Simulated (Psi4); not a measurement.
HCl$_{2}$Si (SMILES Cl[SiH]Cl), doublet, geometry from GFN2-xTB; R2SCAN/aug-cc-pVTZ run with Psi4.

The Psi4 input:
```
memory 2 GB

molecule {
0 2
  Cl   -1.65128839   -0.35943612   -0.15557917
  Si   -0.00792459    0.68031058    0.39809754
  Cl    1.65928928   -0.31834917   -0.15989197
  H    -0.02507086    1.99800184   -0.21035615
}

set basis aug-cc-pvtz
set reference uks
set s_orthogonalization symmetric

energy('r2scan')
print_variables()
```

Question: Predict the main parts of the log of this Psi4 run.

Answer: 
```
   => Loading Basis Set <=

    Name: AUG-CC-PVTZ
    Role: ORBITAL
    Keyword: BASIS

         ---------------------------------------------------------
                                   SCF
               by Justin Turney, Rob Parrish, Andy Simmonett
                          and Daniel G. A. Smith
                              UKS Reference
         ---------------------------------------------------------

  ==> Geometry <==

    Molecular point group: cs
    Full point group: Cs

    Geometry (in Angstrom), charge = 0, multiplicity = 2:

       Center              X                  Y                   Z               Mass
    ------------   -----------------  -----------------  -----------------  -----------------
         CL           0.312077582864     0.156662939595    -1.655417715171    34.968852682000
         SI          -0.707195146128    -0.399170641989     0.000000000000    27.976926534650
         CL           0.312077582864     0.156662939595     1.655417715171    34.968852682000
         H           -2.024997719752     0.209283564241     0.000000000000     1.007825032230

  Running in cs symmetry.

  Rotational constants: A =      0.54110  B =      0.08740  C =      0.07607 [cm^-1]
  Rotational constants: A =  16221.71582  B =   2620.22461  C =   2280.65372 [MHz]
  Nuclear repulsion =  182.153656432520336

  Charge       = 0
  Multiplicity = 2
  Electrons    = 49
  Nalpha       = 25
  Nbeta        = 24

  ==> Algorithm <==

  SCF Algorithm Type is DF.
  DIIS enabled.
  MOM disabled.
  Fractional occupation disabled.
  Guess Type is SAD.
  Energy threshold   = 1.00e-06
  Density threshold  = 1.00e-06
  Integral threshold = 1.00e-12

  ==> Primary Basis <==

  Basis Set: AUG-CC-PVTZ
    Blend: AUG-CC-PVTZ
    Number of shells: 57
    Number of basis functions: 173
    Number of Cartesian functions: 202
    Spherical Harmonics?: true
    Max angular momentum: 3

  ==> DFT Potential <==

   => LibXC <=

    Version 7.1.2
    S. Lehtola, C. Steigemann, M. J. T. Oliveira, and M. A. L. Marques,  SoftwareX 7, 1–5 (2018) (10.1016/j.softx.2017.11.002)

   => Composite Functional: R2SCAN <=

    r2SCAN Meta-GGA XC Functional  (0.1021/acs.jpclett.0c02405)
    J. W. Furness, A. D. Kaplan, J. Ning, J. P. Perdew, J. Sun  J. Phys. Chem. Lett.  11, 8208–8215, 2020

    Deriv               =              1
    GGA                 =           TRUE
    Meta                =           TRUE

    Exchange Hybrid     =          FALSE
[...]

   @Spin Contamination Metric:   3.320251031E-03
   @S^2 Expected:                7.500000000E-01
   @S^2 Observed:                7.533202510E-01
   @S   Expected:                5.000000000E-01
   @S   Observed:                5.000000000E-01

    Orbital Energies [Eh]
    ---------------------

    Alpha Occupied:

[...]
      15Ap    -0.211599

    Alpha Virtual:

[...]
      99Ap     6.241698

    Beta Occupied:

[...]
    Beta Virtual:

[...]
    Final Occupation by Irrep:
             Ap   App
    DOCC [    14,   10 ]
    SOCC [     1,    0 ]
    NA   [    15,   10 ]
    NB   [    14,   10 ]

  @DF-UKS Final Energy: -1210.51174934525534

   => Energetics <=

    Nuclear Repulsion Energy =            182.1536564325203358
    One-Electron Energy =               -2035.2487203790101375
    Two-Electron Energy =                 720.3342048715317105
    DFT Exchange-Correlation Energy =     -77.7508902702973757
    Empirical Dispersion Energy =           0.0000000000000000
    VV10 Nonlocal Energy =                  0.0000000000000000
    Total Energy =                      -1210.5117493452553390

  UHF NO Occupations:
  HONO-2 :   13 Ap 1.9997826
  HONO-1 :   14 Ap 1.9988782
  HONO-0 :   15 Ap 1.0000000
  LUNO+0 :   16 Ap 0.0011218
  LUNO+1 :   17 Ap 0.0002174
  LUNO+2 :   11App 0.0001747
  LUNO+3 :   18 Ap 0.0000541

Computation Completed

Properties will be evaluated at   0.000000,   0.000000,   0.000000 [a0]

Properties computed using the SCF density matrix

 Multipole Moments:

 ------------------------------------------------------------------------------------
     Multipole            Electronic (a.u.)      Nuclear  (a.u.)        Total (a.u.)
 ------------------------------------------------------------------------------------

 L = 1.  Multiply by 2.5417464519 to convert [e a0] to [Debye]
 Dipole X            :          2.1405297           -2.4851636           -0.3446339
 Dipole Y            :          0.0098572           -0.0993344           -0.0894772
 Dipole Z            :          0.0000000            0.0000000            0.0000000
 Magnitude           :                                                    0.3560599

 ------------------------------------------------------------------------------------

  Variable Map:
  ----------------------------------------------------------------------------
[...]
  Array Variable Map:
  ----------------------------------------------------------------------------
[...]
[...]
```
